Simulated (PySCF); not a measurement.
1-ethynylcyclopropane-1-carbaldehyde (C6H6O), SMILES O=CC1(C#C)CC1.

Coordinates come from a ωB97X-D3(BJ)/def2-SVP optimisation. One conformer was computed; it need not be the lowest.

Method: TDA-ωB97X/def2-SVPD in PySCF.

Vertical excitations.  State labels are in the subgroup Cs.

List the lowest excited states. (Estimate from the structure and the level; the computed values follow.)


| state | symmetry | energy (eV) | λ (nm) | f | main pairs |
|---|---|---|---|---|---|
| S1 | A" | 4.46 | 278 | 0.000 | HOMO−1→LUMO 78 %, HOMO−2→LUMO 17 % |
| S2 | A" | 6.31 | 196 | 0.000 | HOMO→LUMO+2 66 %, HOMO→LUMO+4 15 % |
| S3 | A' | 6.57 | 189 | 0.082 | HOMO→LUMO 82 % |
| S4 | A' | 6.82 | 182 | 0.019 | HOMO→LUMO+3 38 %, HOMO−1→LUMO+2 14 %, HOMO−2→LUMO+2 13 %, HOMO→LUMO 13 % |
| S5 | A" | 6.91 | 179 | 0.001 | HOMO−2→LUMO+3 31 %, HOMO−1→LUMO+3 27 %, HOMO−2→LUMO 17 %, HOMO−2→LUMO+5 6 % |
| S6 | A" | 7.50 | 165 | 0.000 | HOMO−2→LUMO 53 %, HOMO−1→LUMO 13 %, HOMO−2→LUMO+3 12 %, HOMO−4→LUMO 9 % |
| S7 | A" | 7.77 | 159 | 0.065 | HOMO→LUMO+1 79 % |
| S8 | A' | 8.12 | 153 | 0.075 | HOMO−1→LUMO+1 67 % |
| S9 | A" | 8.35 | 148 | 0.010 | HOMO−4→LUMO 84 % |
| S10 | A' | 8.47 | 146 | 0.036 | HOMO−2→LUMO+1 27 %, HOMO−1→LUMO+2 24 %, HOMO−1→LUMO+6 15 %, HOMO−3→LUMO 11 % |
| T1 | A" | 3.91 | 317 | 0 | HOMO−1→LUMO 76 %, HOMO−2→LUMO 18 % |
| T2 | A' | 5.29 | 235 | 0 | HOMO→LUMO 36 %, HOMO→LUMO+3 23 %, HOMO−3→LUMO 8 %, HOMO−2→LUMO+2 7 % |
| T3 | A' | 5.56 | 223 | 0 | HOMO→LUMO 22 %, HOMO−3→LUMO 20 %, HOMO→LUMO+3 13 %, HOMO−2→LUMO+2 12 % |
| T4 | A" | 5.84 | 212 | 0 | HOMO→LUMO+2 55 %, HOMO→LUMO+4 13 % |
Triplets are in the Tamm–Dancoff approximation.
